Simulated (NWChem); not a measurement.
BeHBr; SMILES [Br][BeH]

This build's default masses of Se (78.918 u) and Br (79.917 u) are each other's, which moves their modes by up to 0.6 %.

### Question
Give the equilibrium geometry at B3LYP/6-31G* (spherical d) (NWChem) as a list of bonds and angles, with the point group.

### Answer
point group C*v; any orientation.
Bond lengths (Å): Be1–H2 1.323, Be1–Br3 1.960. Bond angles (°): H2–Be1–Br3 180.0.
